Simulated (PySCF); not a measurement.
Harmonic spectrum computed at PBE0 in the def2-TZVP basis family (core potentials from Rb on, PySCF, no spin–orbit coupling):

```json
{"symmetry": "a''", "ω (cm⁻¹)": "127", "IR (km/mol)": "17.6"}
{"symmetry": "a'", "ω (cm⁻¹)": "178", "IR (km/mol)": "13.8"}
{"symmetry": "a'", "ω (cm⁻¹)": "596", "IR (km/mol)": "28.3"}
{"symmetry": "a'", "ω (cm⁻¹)": "657", "IR (km/mol)": "99.5"}
{"symmetry": "a'", "ω (cm⁻¹)": "762", "IR (km/mol)": "67.4"}
{"symmetry": "a'", "ω (cm⁻¹)": "3892", "IR (km/mol)": "161"}
```

Problem. Which molecule gave it? In each, all ligands are bound to the one heavy central atom.
A. InO(OH) (singlet)
B. GaO(OH) (singlet)
C. CoO(OH) (quintet)
D. CuO(OH) (triplet)

Solution. D. It has Cs symmetry with Cu–O 1.706 Å, Cu–O 1.740 Å, O–H 0.960 Å.
